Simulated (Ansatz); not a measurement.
Steps of a relaxation of `O[SiH](O)/C=C\[SiH2]F` with RKS PBE0-D4/def2-TZVP.

```sh
$ ansatz run in.yaml --threads 2 --pin off --events-out ev --progress --plain --max-ram 22528MiB --backend cuda --devices 0, --max-vram 18GiB
```

```yaml
crystal:
  periodic: [false, false, false]
  atoms:
    - {symbol: O, position_ang: [-1.911450, 1.686870, -1.373610]}
    - {symbol: Si, position_ang: [-1.204750, 0.283570, -0.944900]}
    - {symbol: O, position_ang: [-1.344720, -0.026020, 0.655980]}
    - {symbol: C, position_ang: [0.657620, 0.255620, -1.149650]}
    - {symbol: C, position_ang: [1.504420, -0.198080, -0.228390]}
    - {symbol: Si, position_ang: [1.033680, -0.883690, 1.458280]}
    - {symbol: F, position_ang: [2.456790, -1.438860, 2.019540]}
    - {symbol: H, position_ang: [-1.553220, 2.536950, -1.132390]}
    - {symbol: H, position_ang: [-1.975970, -0.658830, -1.741600]}
    - {symbol: H, position_ang: [-2.193810, -0.036790, 1.089640]}
    - {symbol: H, position_ang: [1.053210, 0.623030, -2.091900]}
    - {symbol: H, position_ang: [2.569350, -0.176360, -0.443490]}
    - {symbol: H, position_ang: [0.690070, 0.120240, 2.455390]}
    - {symbol: H, position_ang: [0.218790, -2.087670, 1.427110]}
basis:
  gaussian: {orbitals: def2-TZVP}
hamiltonian: {xc: pbe0, dispersion: d4}
relax: {f_tol: 0.005, max_steps: 150}
```

Positions (Å) and forces (eV/Å) along the path, 10 of 10 steps:

```xyz
14
step=1 energy=-24746.5945 eV
O    -1.911    1.687   -1.374   -0.184    0.182   -0.237
Si   -1.205    0.284   -0.945    0.583    0.338   -0.013
O    -1.345   -0.026    0.656    0.283   -0.105    0.330
C     0.658    0.256   -1.150   -0.717    0.067   -0.369
C     1.504   -0.198   -0.228   -0.368   -0.086    0.454
Si    1.034   -0.884    1.458    1.148   -0.122   -0.056
F     2.457   -1.439    2.020   -0.121    0.066   -0.126
H    -1.553    2.537   -1.132    0.162    0.120    0.129
H    -1.976   -0.659   -1.742   -0.097   -0.448   -0.251
H    -2.194   -0.037    1.090   -0.183   -0.070    0.086
H     1.053    0.623   -2.092    0.115    0.045   -0.166
H     2.569   -0.176   -0.443    0.156   -0.027    0.032
H     0.690    0.120    2.455   -0.325    0.316    0.227
H     0.219   -2.088    1.427   -0.451   -0.276   -0.040
14
step=2 energy=-24746.6644 eV
O    -1.894    1.719   -1.355   -0.142    0.104   -0.154
Si   -1.209    0.292   -0.952    0.333    0.093   -0.039
O    -1.319   -0.048    0.651   -0.028   -0.005    0.197
C     0.636    0.242   -1.176   -0.231    0.083   -0.098
C     1.475   -0.188   -0.227   -0.165   -0.071    0.143
Si    1.050   -0.875    1.470    0.439   -0.068    0.008
F     2.479   -1.423    2.017   -0.233    0.116   -0.140
H    -1.514    2.556   -1.092    0.100   -0.052    0.085
H    -1.959   -0.679   -1.766   -0.065   -0.098   -0.059
H    -2.164   -0.093    1.096   -0.014   -0.054   -0.010
H     1.045    0.593   -2.123    0.067   -0.026   -0.013
H     2.544   -0.175   -0.437    0.076    0.004   -0.014
H     0.648    0.142    2.458   -0.059    0.067    0.072
H     0.183   -2.064    1.436   -0.079   -0.092    0.021
14
step=3 energy=-24746.6777 eV
O    -1.878    1.742   -1.356   -0.099    0.085   -0.093
Si   -1.209    0.305   -0.957    0.055   -0.038   -0.008
O    -1.332   -0.055    0.646   -0.065    0.033    0.104
C     0.625    0.243   -1.182    0.010   -0.038   -0.045
C     1.455   -0.189   -0.224   -0.037    0.018    0.011
Si    1.059   -0.869    1.479    0.127   -0.014    0.039
F     2.503   -1.392    1.995   -0.157    0.060   -0.058
H    -1.486    2.567   -1.065    0.061   -0.093    0.052
H    -1.962   -0.671   -1.781   -0.010    0.039    0.016
H    -2.184   -0.139    1.078    0.067   -0.033   -0.070
H     1.048    0.560   -2.137    0.003    0.019    0.068
H     2.528   -0.183   -0.435    0.002   -0.027   -0.014
H     0.643    0.149    2.471    0.010   -0.028   -0.018
H     0.191   -2.069    1.467    0.033    0.017    0.015
14
step=4 energy=-24746.6812 eV
O    -1.863    1.758   -1.353   -0.051    0.078   -0.041
Si   -1.212    0.308   -0.964   -0.088   -0.059    0.041
O    -1.343   -0.067    0.639   -0.079    0.049    0.043
C     0.617    0.232   -1.189    0.130    0.097    0.050
C     1.443   -0.195   -0.226    0.047   -0.079   -0.101
Si    1.065   -0.853    1.487   -0.091   -0.047    0.011
F     2.514   -1.358    1.988   -0.014    0.011    0.018
H    -1.454    2.566   -1.034    0.021   -0.103    0.021
H    -1.976   -0.656   -1.794    0.015    0.069    0.033
H    -2.199   -0.192    1.054    0.106   -0.014   -0.091
H     1.051    0.571   -2.133   -0.041   -0.086    0.026
H     2.514   -0.221   -0.449   -0.039    0.071    0.033
H     0.642    0.167    2.477    0.029   -0.026   -0.056
H     0.201   -2.059    1.497    0.054    0.040    0.015
14
step=5 energy=-24746.6843 eV
O    -1.856    1.760   -1.342   -0.005    0.051   -0.075
Si   -1.204    0.309   -0.954   -0.136    0.044    0.044
O    -1.341   -0.041    0.654    0.426    0.114   -0.163
C     0.625    0.237   -1.196   -0.035    0.041    0.079
C     1.450   -0.189   -0.232    0.010   -0.075   -0.057
Si    1.050   -0.843    1.477   -0.054   -0.022    0.040
F     2.489   -1.368    1.988   -0.009   -0.005    0.011
H    -1.427    2.559   -1.031    0.005   -0.064    0.019
H    -1.984   -0.656   -1.763    0.008    0.015   -0.006
H    -2.177   -0.278    1.039   -0.337   -0.112    0.121
H     1.042    0.567   -2.147    0.041   -0.041    0.002
H     2.522   -0.212   -0.443    0.003    0.054   -0.006
H     0.644    0.188    2.459    0.019   -0.006   -0.018
H     0.167   -2.033    1.492    0.065    0.006    0.008
14
step=6 energy=-24746.6874 eV
O    -1.843    1.782   -1.344    0.071    0.023   -0.020
Si   -1.210    0.319   -0.956   -0.154    0.029    0.035
O    -1.345   -0.028    0.653   -0.213   -0.135    0.133
C     0.617    0.230   -1.200   -0.035   -0.051    0.038
C     1.439   -0.207   -0.239    0.074    0.087    0.001
Si    1.049   -0.842    1.479   -0.112    0.038   -0.004
F     2.492   -1.342    1.992    0.084   -0.047    0.045
H    -1.392    2.561   -1.011   -0.036   -0.045   -0.011
H    -2.004   -0.635   -1.762    0.001    0.004   -0.008
H    -2.178   -0.345    1.018    0.283    0.111   -0.157
H     1.038    0.548   -2.153    0.048    0.028   -0.003
H     2.515   -0.200   -0.439   -0.036   -0.048   -0.039
H     0.639    0.201    2.445    0.006   -0.002   -0.001
H     0.183   -2.042    1.518    0.020    0.008   -0.008
14
step=7 energy=-24746.6908 eV
O    -1.831    1.787   -1.354   -0.028   -0.002    0.017
Si   -1.215    0.322   -0.959    0.067    0.014   -0.037
O    -1.341   -0.035    0.649   -0.011    0.004   -0.006
C     0.616    0.226   -1.199   -0.015   -0.012    0.007
C     1.442   -0.207   -0.240   -0.011   -0.009    0.012
Si    1.049   -0.833    1.483    0.012    0.010   -0.004
F     2.492   -1.336    2.004   -0.005   -0.004    0.007
H    -1.413    2.562   -0.974    0.006    0.008   -0.006
H    -2.008   -0.626   -1.774   -0.010   -0.005    0.003
H    -2.170   -0.355    1.006   -0.008   -0.006    0.010
H     1.043    0.539   -2.153   -0.006    0.001    0.007
H     2.513   -0.223   -0.453    0.003    0.003   -0.012
H     0.638    0.215    2.442    0.001   -0.003    0.003
H     0.185   -2.035    1.524    0.005    0.000   -0.001
14
step=8 energy=-24746.6910 eV
O    -1.837    1.789   -1.346    0.007    0.004   -0.007
Si   -1.215    0.324   -0.958   -0.018   -0.006    0.011
O    -1.346   -0.038    0.648    0.003   -0.004    0.010
C     0.614    0.225   -1.197    0.000    0.006   -0.006
C     1.442   -0.208   -0.238    0.021    0.006   -0.013
Si    1.054   -0.834    1.484   -0.011   -0.001    0.010
F     2.495   -1.336    2.011   -0.006    0.006   -0.010
H    -1.403    2.566   -0.989   -0.001   -0.001    0.001
H    -2.012   -0.622   -1.771    0.000   -0.002   -0.011
H    -2.174   -0.363    1.001    0.003    0.002    0.000
H     1.041    0.539   -2.150    0.000    0.000    0.003
H     2.512   -0.223   -0.458   -0.001   -0.007    0.004
H     0.638    0.214    2.440    0.003    0.004    0.007
H     0.191   -2.036    1.523    0.001   -0.008    0.001
14
step=9 energy=-24746.6911 eV
O    -1.835    1.790   -1.346   -0.002    0.000    0.000
Si   -1.215    0.324   -0.958    0.001    0.001    0.002
O    -1.345   -0.041    0.647    0.002    0.000   -0.002
C     0.614    0.225   -1.198    0.005   -0.003    0.001
C     1.442   -0.209   -0.240   -0.006    0.003   -0.003
Si    1.052   -0.833    1.484    0.002    0.002    0.007
F     2.495   -1.330    2.010    0.003   -0.002    0.000
H    -1.403    2.566   -0.983    0.000   -0.001    0.000
H    -2.011   -0.620   -1.776   -0.001    0.001   -0.002
H    -2.175   -0.361    1.002    0.000    0.000    0.000
H     1.041    0.537   -2.151   -0.001    0.001   -0.001
H     2.512   -0.227   -0.459    0.000   -0.001    0.002
H     0.636    0.215    2.442   -0.002   -0.001   -0.003
H     0.193   -2.037    1.525   -0.001    0.000   -0.001
14
step=10 energy=-24746.6911 eV
O    -1.835    1.791   -1.345   -0.001    0.001    0.000
Si   -1.215    0.324   -0.959    0.000   -0.003    0.000
O    -1.345   -0.043    0.646    0.000    0.001    0.000
C     0.614    0.225   -1.198    0.000   -0.002    0.001
C     1.441   -0.209   -0.240    0.002   -0.001    0.002
Si    1.052   -0.832    1.484   -0.003    0.000    0.001
F     2.496   -1.328    2.010    0.000    0.001   -0.001
H    -1.403    2.566   -0.981    0.001    0.000    0.000
H    -2.011   -0.619   -1.777    0.000    0.001    0.000
H    -2.175   -0.360    1.002    0.000    0.000    0.000
H     1.041    0.536   -2.152    0.001    0.001    0.000
H     2.512   -0.228   -0.458    0.000    0.000   -0.002
H     0.635    0.216    2.441    0.000    0.000   -0.001
H     0.194   -2.038    1.526    0.000    0.000    0.000
```

Hardware: 2 threads of an AMD EPYC 7R13 on a shared host and a share of an NVIDIA H100 80 GB. Wall time 22 s, peak host memory 0.96 GiB.
